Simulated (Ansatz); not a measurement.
C2H6ClO2Y (`C[O][Y]([Cl])[O]C`). Charge 0, multiplicity 1. Y: def2 effective core potential.

```xyz
12

C    -0.8555   -2.6251    0.9507
O    -0.2155   -1.7184    0.1168
Y     0.6812   -0.3362   -1.0238
Cl    2.0523   -0.9982   -3.0037
O     0.4673    1.5904   -0.5159
C     0.2852    2.9043   -0.1064
H    -0.1985   -3.4694    1.1934
H    -1.7548   -3.0322    0.4724
H    -1.1617   -2.1538    1.8931
H    -0.1169    2.9527    0.9134
H     1.2325    3.4572   -0.1222
H    -0.4155    3.4287   -0.7677
```

Question: List the harmonic frequencies (cm⁻¹, unscaled) at PBE0-D4/def2-TZVP in Ansatz. (Estimate.)

Answer: Ansatz gave: 27, 36, 37, 58, 65, 131, 158, 183, 192, 331, 464, 486, 1180, 1182, 1182, 1182, 1190, 1218, 1476, 1478, 1491, 1491, 1492, 1493, 2993, 2995, 3055, 3055, 3058, 3058.

Question: Is this a minimum?

Answer: Yes, all 30 modes are real.

Question: Give the ideal-gas thermochemistry at 298.15 K and 1 bar (rigid rotor, harmonic oscillator; point group Cs, symmetry number 1).

Answer: Zero-point energy 217.9 kJ/mol; H(298) − E = 248.1 kJ/mol; entropy 461.3 J/(mol·K), of which translation 174.1, rotation 124.8, vibration 162.4; G(298) − E = 110.6 kJ/mol. Modes under 100 cm⁻¹ are hindered rotations or soft bends, so the harmonic entropy is rough.

Question: And at 400, 500, 600, 800 and 1000 K?

Answer: 
```
T (K)  H − E (kJ/mol)  S (J/mol/K)  G − E (kJ/mol)
  400           262.3        502.1            61.4
  500           277.8        536.7             9.5
  600           294.9        567.8           -45.8
  800           332.8        622.3          -165.0
 1000           374.8        669.0          -294.2
```
